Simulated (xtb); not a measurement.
C2H6AuClS, charge -1, doublet, at the geometry of the source list (GFN-xTB shapes and energies of metal compounds can be far from the true ones) (the multiplicity is a formal guess); GFN0-xTB in xtb.

The xtb input:
```
$ xtb mol.xyz --gfn 0 --chrg -1 --uhf 1 --etemp 10 --json

# file mol.xyz
11

Au     1.61860000    -1.58070000     0.01030000
Cl     3.69980000    -2.33190000     0.39400000
C     -0.21670000     0.79500000    -1.33070000
S     -0.54120000    -0.71430000    -0.36290000
C     -0.95800000     0.05260000     1.23660000
H      0.54380000     1.39440000    -0.84120000
H     -1.14600000     1.34890000    -1.42720000
H      0.13020000     0.47760000    -2.30840000
H     -0.14980000     0.69980000     1.56060000
H     -1.09920000    -0.75350000     1.94880000
H     -1.88160000     0.61220000     1.12010000
```

The log (banner, timings and long lists left out):

```
   ID    Z sym.   atoms
    1   79 Au     1
    2   17 Cl     2
    3    6 C      3, 5
    4   16 S      4
    5    1 H      6-11

           -------------------------------------------------
          |                Calculation Setup                |
           -------------------------------------------------

           -------------------------------------------------
          |                 G F N 0 - x T B                 |
           -------------------------------------------------

          ...................................................
          :                      SETUP                      :
          :.................................................:
          :  # basis functions                  50          :
          :  # atomic orbitals                  47          :
          :  # shells                           25          :
          :  # electrons                        39          :
          :  electronic temp.           10.0000000     K    :
          :  accuracy                    1.0000000          :
          :  -> integral cutoff          0.2500000E+02      :
          :  -> integral neglect         0.1000000E-07      :
          ...................................................

         :::::::::::::::::::::::::::::::::::::::::::::::::::::
         ::                     SUMMARY                     ::
         :::::::::::::::::::::::::::::::::::::::::::::::::::::
         :: total energy             -21.370269155690 Eh    ::
         :: gradient norm              0.127707864118 Eh/a0 ::
         :: HOMO-LUMO gap              0.686748488785 eV    ::
         ::.................................................::
         :: H0 energy                -20.320718978198 Eh    ::
         :: repulsion energy           0.137629292010 Eh    ::
         :: electrostat energy        -1.183328968275 Eh    ::
         :: -> Gsolv                   0.000000000000 Eh    ::
         ::    -> Gsasa                0.000000000000 Eh    ::
         ::    -> Gshift               0.000000000000 Eh    ::
         :: dispersion energy         -0.003850501227 Eh    ::
         :: short-range corr.          0.000000000000 Eh    ::
         :: add. restraining           0.000000000000 Eh    ::
         :: total charge              -1.000000000000 e     ::
         :::::::::::::::::::::::::::::::::::::::::::::::::::::

           -------------------------------------------------
          |                Property Printout                |
           -------------------------------------------------

    * Orbital Energies and Occupations

         #    Occupation            Energy/Eh            Energy/eV
      -------------------------------------------------------------
         1        2.0000           -0.9700405             -26.3961
       ...           ...                  ...                  ...
         8        2.0000           -0.5246413             -14.2762
         9        2.0000           -0.4988858             -13.5754
        10        2.0000           -0.4883520             -13.2887
        11        2.0000           -0.4720608             -12.8454
        12        2.0000           -0.4633183             -12.6075
        13        2.0000           -0.4620835             -12.5739
        14        2.0000           -0.4420781             -12.0296
        15        2.0000           -0.4420607             -12.0291
        16        2.0000           -0.4304664             -11.7136
        17        2.0000           -0.4243351             -11.5467
        18        2.0000           -0.4230758             -11.5125
        19        2.0000           -0.4103199             -11.1654
        20        1.0000           -0.2266067              -6.1663 (HOMO)
        21                         -0.2013692              -5.4795 (LUMO)
        22                         -0.1557915              -4.2393
        23                         -0.1327165              -3.6114
        24                         -0.1150975              -3.1320
        25                         -0.1092972              -2.9741
        26                         -0.0957945              -2.6067
        27                         -0.0912435              -2.4829
        28                         -0.0754289              -2.0525
        29                         -0.0626153              -1.7038
        30                         -0.0612928              -1.6679
        31                         -0.0612873              -1.6677
       ...                                ...                  ...
        47                          1.0217979              27.8045
      -------------------------------------------------------------
                  HL-Gap            0.0252375 Eh            0.6867 eV
             Fermi-level            0.0000000 Eh            0.0000 eV

     #   Z          covCN         q      C6AA      α(0)
     1  79 Au       1.826    -0.197   336.899    34.821
     2  17 Cl       0.879    -0.399   109.979    16.031
     3   6 C        3.744    -0.418    33.281     8.328
     4  16 S        2.885     0.089   134.991    19.589
     5   6 C        3.744    -0.418    33.282     8.328
     6   1 H        0.925     0.078     1.997     2.210
     7   1 H        0.925     0.043     2.403     2.424
     8   1 H        0.925     0.050     2.324     2.384
     9   1 H        0.925     0.078     1.996     2.210
    10   1 H        0.925     0.050     2.324     2.384
    11   1 H        0.925     0.043     2.403     2.424

 Mol. C6AA /au·bohr⁶  :       3694.337597
 Mol. C8AA /au·bohr⁸  :     178399.859299
 Mol. α(0) /au        :        101.132144

Wiberg/Mayer (AO) data.
largest (>0.10) Wiberg bond orders for each atom

 ---------------------------------------------------------------------------
     #   Z sym  total        # sym  WBO       # sym  WBO       # sym  WBO
 ---------------------------------------------------------------------------
     1  79 Au   1.614 --     2 Cl   0.772     4 S    0.761
     2  17 Cl   0.845 --     1 Au   0.772
     3   6 C    3.963 --     8 H    0.984     6 H    0.975     7 H    0.974
                             4 S    0.918
     4  16 S    2.840 --     3 C    0.918     5 C    0.917     1 Au   0.761
     5   6 C    3.963 --    10 H    0.984     9 H    0.975    11 H    0.974
                             4 S    0.917
     6   1 H    0.993 --     3 C    0.975
     7   1 H    0.998 --     3 C    0.974
     8   1 H    1.064 --     3 C    0.984
     9   1 H    0.993 --     5 C    0.975
    10   1 H    1.064 --     5 C    0.984
    11   1 H    0.998 --     5 C    0.974
 ---------------------------------------------------------------------------

Topologies differ in total number of bonds
Writing topology from bond orders to xtbtopo.mol

 dipole moment from electron density (au)
     X       Y       Z
  -3.0800   3.4101   0.0964  total (Debye):   11.682

           -------------------------------------------------
          | TOTAL ENERGY              -21.370269155690 Eh   |
          | GRADIENT NORM               0.127707864118 Eh/α |
          | HOMO-LUMO GAP               0.686748488785 eV   |
           -------------------------------------------------

normal termination of xtb
```
